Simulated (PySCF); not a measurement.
Correlation energy of Nb⁻ (niobium, charge -1)

[Kr] 4d4 5s2, high-spin 5D determinant. All numbers are calculated (PySCF 2.14, a scalar-relativistic core potential, in aug-cc-pVDZ-PP with ECP28MDF (5s5p4d2f, 54 functions)). Frozen: 4s2 4p6; 6 electrons correlated.

MP2 pair energies summed by pair of shells (mhartree):

| pair | energy | share (%) |
| --- | --- | --- |
| 4d-4d | -28.77 | 46.9 |
| 4d-5s | -22.93 | 37.4 |
| 5s-5s | -9.67 | 15.8 |

Total MP2 correlation energy: -61.37 mhartree.

Same-spin part -42.55 and opposite-spin part -18.82 mhartree; SCS-MP2 scales them by 1/3 and 6/5 to -36.76 mhartree.

The Hartree-Fock reference does not bind the outermost electron (its level is positive or very diffuse), so these energies belong to a reference that the basis holds together.
